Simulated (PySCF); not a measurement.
A PySCF script (with the pyscf-properties extension) for the NMR shieldings of SMILES C1=C([C@H]2C[SiH2]2)SC=C1, C6H8SSi, on a GFN2-xTB geometry:

```python
import basis_set_exchange as bse
import numpy as np
from pyscf import gto, dft
from pyscf.prop import nmr

atoms = """
C     2.650787   -0.018306   -0.493952
C     2.574751    0.280080    0.825433
S     0.947850    0.251672    1.396201
C     0.353742   -0.176912   -0.183310
C    -1.064759   -0.339987   -0.440904
C    -2.005406   -0.732519    0.706667
Si   -2.323218    1.007266    0.085356
C     1.387411   -0.273805   -1.070629
H     3.575015   -0.060078   -1.043454
H     3.365036    0.509379    1.511730
H    -1.249273   -0.846732   -1.382631
H    -2.694615   -1.535219    0.482970
H    -1.519953   -0.878603    1.662676
H    -3.442568    1.224720   -0.812595
H    -1.809902    2.123930    0.852174
H     1.247504   -0.525940   -2.107143
"""
names = dict.fromkeys(["C", "S", "Si", "H"], "pcSseg-1")
basis = {el: gto.basis.parse(bse.get_basis(n, elements=[el], fmt="nwchem")) for el, n in names.items()}
mol = gto.M(atom=atoms, basis=basis, charge=0, verbose=0)
mf = dft.RKS(mol, xc="PBE0")
mf.grids.level = 2
mf.grids.alignment = dft.numint.BLKSIZE   # the property module wants whole blocks of grid points
mf.conv_tol = 1e-9
mf.kernel()

calc = nmr.RKS(mf)   # GIAO
C = mf.mo_coeff
Co = C[:, mf.mo_occ > 0]
resp = mf.gen_response(singlet=True, hermi=2)
def vind(x):   # induced exchange potential for any number of trial vectors
    d = np.einsum("pi,xij,qj->xpq", C, 2 * x.reshape(-1, C.shape[1], Co.shape[1]), Co, optimize=True)
    return np.einsum("xpq,pi,qj->xij", resp(d - d.transpose(0, 2, 1)), C, Co, optimize=True).ravel()
mo1, _ = nmr.rhf.solve_mo1(calc, with_cphf=vind)
sigma = calc.kernel(mo1)
for i, s in enumerate(sigma):   # ppm
    w = np.linalg.eigvalsh((s + s.T) / 2)
    print("%2d %-2s iso %8.1f  s11 %8.1f  s22 %8.1f  s33 %8.1f" % (i, mol.atom_pure_symbol(i), w.mean(), *w))
```

Q: What does it print?

A: 
```
 0 C  iso     55.4  s11    -27.6  s22     44.7  s33    149.2
 1 C  iso     60.2  s11    -28.1  s22     65.8  s33    142.9
 2 S  iso    298.9  s11    154.0  s22    327.8  s33    415.0
 3 C  iso     24.5  s11    -47.8  s22      6.1  s33    115.1
 4 C  iso    172.0  s11    135.2  s22    161.5  s33    219.3
 5 C  iso    178.0  s11    143.7  s22    185.5  s33    204.7
 6 Si iso    482.5  s11    368.5  s22    397.6  s33    681.3
 7 C  iso     61.5  s11    -18.0  s22     60.7  s33    141.7
 8 H  iso     24.7  s11     21.8  s22     24.6  s33     27.8
 9 H  iso     25.0  s11     21.9  s22     24.8  s33     28.3
10 H  iso     29.1  s11     21.7  s22     28.1  s33     37.5
11 H  iso     30.3  s11     24.3  s22     26.2  s33     40.2
12 H  iso     30.8  s11     24.6  s22     30.1  s33     37.5
13 H  iso     28.6  s11     23.1  s22     25.4  s33     37.4
14 H  iso     29.3  s11     23.2  s22     29.1  s33     35.6
15 H  iso     24.7  s11     21.6  s22     24.1  s33     28.4
```

These numbers come from an equivalent density-fitted implementation of the same equations, which agrees with the script to about 0.01 ppm for H and up to a few tenths of a ppm for heavy atoms, so last digits may differ.

Q: Turn these shieldings into chemical shifts. References, each an isolated molecule treated in the same way: 13C (σref 186.93) and 29Si (σref 349.16) and 1H (σref 31.72) vs TMS; CS2 for 33S (σref 503.73).

A: Averaging equivalent atoms: C 3: 162.5; C 0: 131.5; C 1: 126.7; C 7: 125.4; C 4: 14.9; C 5: 9.0; S 2: 205; Si 6: -133.3; H 15: 7.02; H 8: 6.97; H 9: 6.74; H 13: 3.08; H 10: 2.64; H 14: 2.44; H 11: 1.46; H 12: 0.95 ppm. 

Size and cost of the density-fitted run: 190 basis functions, 30 s wall time on 1 thread of an Arm Neoverse V2, shared host; peak memory 0.89 GiB.
